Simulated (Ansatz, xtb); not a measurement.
**Relative energy of two isomers of C5H13BO**

Structure X is `CCOBC(C)C`, a singlet and structure Y is `COBCC(C)C`, a singlet. Both are isolated molecules in the gas phase, relaxed with PBE-D3(BJ)/def2-SVP, each in the lowest conformer that the search found.

Estimate E(Y) − E(X) at the level CCSD(T)/def2-SVP + ΔMP2/def2-TZVPP.

Too close to call at this level: CCSD(T)/def2-SVP + ΔMP2/def2-TZVPP gives E(Y) − E(X) = +0.46 kcal/mol.

The same difference at several levels:

```
                             level             geometry  E(Y) − E(X) (kcal/mol)  departure from the last row (kcal/mol)  job, with rough time for the two
                          GFN2-xTB             GFN2-xTB                     −0.73                                   −1.19              optimisation, 0.45 s
                         HF/STO-3G             GFN2-xTB                     +1.32                                   +0.86              single point, 0.44 s
                r2SCAN-D4/def2-SVP             GFN2-xTB                     +0.18                                   −0.28               single point, 4.4 s
               PBE-D3(BJ)/def2-SVP  PBE-D3(BJ)/def2-SVP                     +0.67                                   +0.21                optimisation, 58 s
                       HF/def2-SVP  PBE-D3(BJ)/def2-SVP                     +1.27                                   +0.80           part of the CCSD(T) run
                      MP2/def2-SVP  PBE-D3(BJ)/def2-SVP                     +0.31                                   −0.16           part of the CCSD(T) run
                  CCSD(T)/def2-SVP  PBE-D3(BJ)/def2-SVP                     +0.47                                   +0.01                      single point
CCSD(T)/def2-SVP + ΔMP2/def2-TZVPP  PBE-D3(BJ)/def2-SVP                     +0.46                                                     single point, 2.5 min
```

As drawn, both hold the same kinds of bond in the same numbers.

The largest departure from CCSD(T)/def2-SVP + ΔMP2/def2-TZVPP is that of GFN2-xTB, 1.19 kcal/mol. The last row adds to CCSD(T) the change of the MP2 difference between the two basis sets, here −0.01 kcal/mol.

With thermal terms from frequencies at re-optimised GFN2-xTB minima (ideal gas, soft modes damped towards free rotors, one conformer each, 298.15 K, 1 atm): the zero-point term adds −0.18 kcal/mol; ΔH is +0.21 and ΔG +0.52 kcal/mol.

The correlated steps freeze 7 core orbitals. Programs: Ansatz 0.2.0, xtb 6.7.1; the last row on 4 threads of Arm Neoverse V1 on a shared host.
